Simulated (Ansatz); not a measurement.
The same path of Cl3Zn (4 atoms, charge 0, multiplicity 2) was run twice with different band settings. Lost on the way: Zn1–Cl4.

Method: Ansatz, UKS r2SCAN-D4/def2-SVP.

Relaxed end points:

```xyz
4
Properties=species:S:1:pos:R:3
Zn -0.059 -0.090 0.915
Cl 0.952 1.462 2.219
Cl -0.400 -0.614 -1.092
Cl -0.493 -0.758 3.038
```

```xyz
4
Properties=species:S:1:pos:R:3
Zn -0.028 -0.043 0.012
Cl 0.019 0.029 2.108
Cl -0.075 -0.115 -2.073
Cl 0.084 0.129 5.033
```

Common settings: movable images 7; climbing image yes; spring 5.0 eV/Å²; optimiser quadratic models (default); force threshold 0.05 eV/Å; end points relaxed.

| run | start path | iteration limit |
| --- | --- | --- |
| 1 | through a guess of the saddle point | 48 |
| 2 | straight line | 60 |

Problem. What does each run give, and how far can it be trusted?

Solution. Run 1: converged after 33 iterations, highest image 1.039 eV above the first end. The highest image is an end point: on this band no image between the ends rises above it. A vibrational analysis next to that end finds imaginary modes (52i, 45i cm⁻¹), so it isn't a minimum.
Run 2: converged after 6 iterations, highest image 1.039 eV above the first end. The highest image is an end point: on this band no image between the ends rises above it.
